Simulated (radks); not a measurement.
Question: Valence configurations of the mercury ion Hg2+ (all share [Xe]). Method: Dirac Kohn-Sham, PBE, spin-unpolarised, spherical densities, finite nucleus; open shells fill j = l - 1/2 first; Fermi nuclear charge, rms radius 5.4648 fm; computed with a radial shooting solver on a logarithmic mesh with Libxc functionals. Order these by energy: 4f14 5d9 6s1; 4f13.5 5d10 6s0.5; 4f13 5d10 6s1; 4f13 5d10 6p1; 4f12.5 5d10 6s0.5 6p1; 4f12 5d10 6s2; 4f14 5d9.5 6p0.5; 4f11 5d10 6s2 6p1; 4f14 5d9 6p1; 4f14 5d10.

Answer: From the lowest, in eV above it: 4f14 5d10 0.000; 4f14 5d9 6s1 5.339; 4f14 5d9.5 6p0.5 6.218; 4f14 5d9 6p1 12.982; 4f13.5 5d10 6s0.5 46.570; 4f13 5d10 6s1 96.785; 4f13 5d10 6p1 104.56; 4f12.5 5d10 6s0.5 6p1 158.76; 4f12 5d10 6s2 208.54; 4f11 5d10 6s2 6p1 344.79. NIST lists [Xe] 4f14 5d10 as the ground configuration; this level of theory agrees among the configurations tried. The energies are those of spherical spin-averaged densities, not of single terms.
